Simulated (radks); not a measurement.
Problem. The mean radii <r> (bohr) of the occupied orbitals of an atom or ion are listed with their occupations. Method: non-relativistic Kohn-Sham, TPSS, spin-polarised, spherical densities, point nucleus; meta-GGA in the generalised Kohn-Sham scheme; computed with a radial shooting solver on a logarithmic mesh with Libxc functionals.

| orbital | occ. | <r> |
|---|---|---|
| 1s | 2 | 0.02865 |
| 2s | 2 | 0.1209 |
| 2p | 6 | 0.1028 |

Name the element and its charge. Open shells, if any, are filled with parallel spins first.

Solution. Z = 53, iodine, charge +43: I43+ in [Ne]. The 1s radius gives Z: for a bare nucleus <r> = 1.5/Z, 0.0283 bohr for Z = 53, and screening makes it slightly larger (0.02865 here). The occupations add up to 10, and the charge is Z minus that.
